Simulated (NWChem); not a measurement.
System: C₂H₄BF₂N; SMILES C(=C/F)/B(F)N

Input file for NWChem:

```
start job
memory heap 200 mb stack 900 mb global 1100 mb
geometry units angstroms noautoz
  N     -1.398000     0.763513     0.000000
  B     -0.013812     0.942219     0.000000
  F      0.468008     2.198356     0.000000
  C      1.020545    -0.230093     0.000000
  C      0.734179    -1.530324     0.000000
  F     -0.520540    -1.993112     0.000000
  H     -2.039970     1.544832     0.000000
  H     -1.824998    -0.151670     0.000000
  H      2.088984     0.005892     0.000000
  H      1.456698    -2.353313     0.000000
end
basis spherical
  * library 6-31g*
end
dft
  xc b3lyp
  iterations 150
  mulliken
end
task dft energy
```

Structure relaxed at the PBE0/def2-SVP level.

Question: Predict the main results of this run. (B3LYP/6-31G* (spherical d).) Quantities: energy (Ha); highest occupied level (eV); orbital gap (eV); dipole (D).

Answer: 
| Item | Value |
|---|---|
| energy (Ha) | -357.99 |
| highest occupied level (eV) | -6.92 |
| orbital gap (eV) | 6.55 |
| dipole (D) | 1.34 |
